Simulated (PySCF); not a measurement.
[(1R,2S)-2-fluorocyclopropyl]methanol (C4H7FO), SMILES OC[C@H]1C[C@@H]1F. Atoms are numbered in the order given.

```xyz
13

O      2.4015     0.5844     0.2093
C      1.4244    -0.1269    -0.5012
C      0.1281    -0.2802     0.2507
C     -0.7407     0.9273     0.5186
C     -1.1834    -0.1207    -0.4370
F     -2.2011    -0.9371    -0.0665
H      2.5566     0.1271     1.0422
H      1.7864    -1.1264    -0.8160
H      1.2452     0.4457    -1.4259
H      0.1225    -1.0383     1.0432
H     -0.4153     1.8955     0.1282
H     -1.2636     0.9646     1.4772
H     -1.2044     0.0940    -1.5116
```
Charge 0, spin multiplicity 1.

Geometry optimised at PBE0-D3(BJ)/def2-SVP. Other conformers were not sampled.

Calculation: TDA-LC-ωPBE/def2-SVPD (PySCF).

Vertical excitations. The molecule is in vacuum.

Computed UV-visible absorptions:
| state | energy (eV) | λ (nm) | f | main pairs |
|---|---|---|---|---|
| S1 | 7.63 | 162 | 0.007 | HOMO→LUMO 64 %, HOMO−2→LUMO 17 % |
| S2 | 8.60 | 144 | 0.002 | HOMO→LUMO+1 48 % |
| S3 | 8.83 | 140 | 0.022 | HOMO−1→LUMO 47 %, HOMO−1→LUMO+1 11 %, HOMO→LUMO+1 8 % |
| S4 | 9.00 | 138 | 0.014 | HOMO→LUMO+4 30 %, HOMO→LUMO+1 23 %, HOMO−2→LUMO 13 %, HOMO→LUMO 7 % |
| S5 | 9.12 | 136 | 0.016 | HOMO−1→LUMO+1 46 %, HOMO→LUMO+3 13 %, HOMO−1→LUMO 12 %, HOMO−3→LUMO 8 % |
| S6 | 9.28 | 134 | 0.047 | HOMO→LUMO+2 57 %, HOMO−2→LUMO 12 % |
| S7 | 9.30 | 133 | 0.025 | HOMO→LUMO+3 35 %, HOMO−2→LUMO+1 18 %, HOMO−3→LUMO 11 %, HOMO→LUMO+2 8 % |
| S8 | 9.46 | 131 | 0.022 | HOMO−1→LUMO+3 25 %, HOMO−3→LUMO 21 %, HOMO−1→LUMO+1 13 %, HOMO−2→LUMO+1 7 % |
| S9 | 9.69 | 128 | 0.008 | HOMO−1→LUMO+2 35 %, HOMO→LUMO+6 9 %, HOMO−1→LUMO+3 7 %, HOMO−1→LUMO+4 6 % |
| S10 | 9.76 | 127 | 0.013 | HOMO−1→LUMO+2 32 %, HOMO→LUMO+5 15 %, HOMO−2→LUMO+1 6 %, HOMO−1→LUMO+3 5 % |
| T1 | 7.22 | 172 | 0 | HOMO→LUMO 56 %, HOMO−2→LUMO 18 % |
| T2 | 8.23 | 151 | 0 | HOMO→LUMO+1 27 %, HOMO→LUMO+4 13 %, HOMO−2→LUMO+1 6 %, HOMO−1→LUMO 6 % |
| T3 | 8.52 | 146 | 0 | HOMO−1→LUMO 46 % |
| T4 | 8.67 | 143 | 0 | HOMO→LUMO+1 33 %, HOMO−1→LUMO+1 15 %, HOMO→LUMO+4 13 %, HOMO→LUMO+2 7 % |
Triplets are in the Tamm–Dancoff approximation.
